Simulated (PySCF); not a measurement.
Computed Raman spectrum (relative Raman activity) of a molecule C₅H₅FO. Coordinates come from a PBE0-D3(BJ)/def2-SVP optimisation. One conformer was computed; it need not be the lowest. Level of theory: PBE0-D3(BJ)/def2-SVP (PySCF). Frequencies are harmonic and unscaled.

Lines under 2 % of the strongest are left out, and lines within 2 cm⁻¹ are merged.

```
ν (cm⁻¹)  relative intensity
--------  ------------------
702                      5.0
791                      4.5
892                      2.9
947                      4.1
1038                     4.5
1216                     4.2
1332                     2.3
1396                      13
1418                     7.7
1456                      16
1759                      30
1888                      22
3065                     100
3097                      80
3107                      62
3152                      45
3242                      68
```

Q: Identify the compound among the candidates.
A) F/C=C/C1=CCO1
B) O=C1CCC=C1F
C) F/C=C1/C=CCO1
D) F/C=C/C1=COC1

A: B, O=C1CCC=C1F
